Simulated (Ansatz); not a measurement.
Consider the redistribution: `[SiH3][AlH][Br]` + `C[O][Zn][Cl]` → `[SiH3][Zn][Cl]` + `C[O][AlH][Br]`.

Calculated with Ansatz (gas phase, PBE0-D4/def2-TZVP geometries, no zero-point term in ΔE). CCSD(T)/CBS adds triple-zeta CCSD(T) − MP2 to the extrapolated MP2 energy (def2 sets, frozen cores). Functionals use def2-TZVPP. For Br, Zn outer-core shells are correlated without core-valence functions, which leaves a few kJ/mol of doubt a bond. Scalar relativity is left out up to krypton. One conformer a species, not always the lowest.

CCSD(T)/CBS gives -146.5 kJ/mol.

Another level gave -144.1 kJ/mol. Which?
A. r2SCAN0-D4/def2-TZVPP
B. RPA@PBE/def2-TZVPP
C. PBE/def2-TZVPP
D. ωB97X-V/def2-TZVPP

C. PBE -144.1, ωB97X-V -148.5, r2SCAN0-D4 -155.7, RPA@PBE/def2-TZVPP -138.7 kJ/mol.

Largest T1 diagnostic among the species: 0.015.

Leaving LDA and LC-ωPBE aside and taking each functional with its dispersion term where it has one, the values, not all of them listed here, spread over 17.7 kJ/mol, from ωB97M-V to revPBE-D4. LDA lies −6.3 kJ/mol from PBE without D4. From PBE to PBE0 (25 % exact exchange), in def2-TZVPP and without D4, ΔE moves by −3.4 kJ/mol.
